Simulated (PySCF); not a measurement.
BrF₂HOSn. Atoms are numbered in the order given.

```xyz
6

O     -1.8332    -1.3061     0.0000
Sn    -0.0052    -0.5891     0.0000
F      0.9654    -1.2835     1.5152
F      0.9654    -1.2835    -1.5152
Br    -0.0178     1.8652     0.0000
H     -1.8272    -2.2767     0.0000
```
Charge 0, spin multiplicity 1.

Geometry: B3LYP-D3(BJ)/def2-SVP. The def2 effective core potentials stand for the cores of Sn; spin–orbit coupling is left out. The values are those of a single conformer.

Computed with PBE/def2-TZVP in PySCF.

Symmetry labels are those of the subgroup Cs that the program uses (full group Cs).

Computed valence orbital energies around the gap with their symmetry:
```
orbital  symmetry  energy (eV)
-------  --------  -----------
HOMO−7         A'        -9.99
HOMO−6         A"        -9.55
HOMO−5         A'        -9.48
HOMO−4         A"        -9.45
HOMO−3         A'        -9.05
HOMO−2         A"        -8.34
HOMO−1         A'        -8.20
HOMO           A"        -8.14
LUMO           A'        -4.24
LUMO+1         A'        -0.84
LUMO+2         A"        -0.80
LUMO+3         A'        -0.51
```
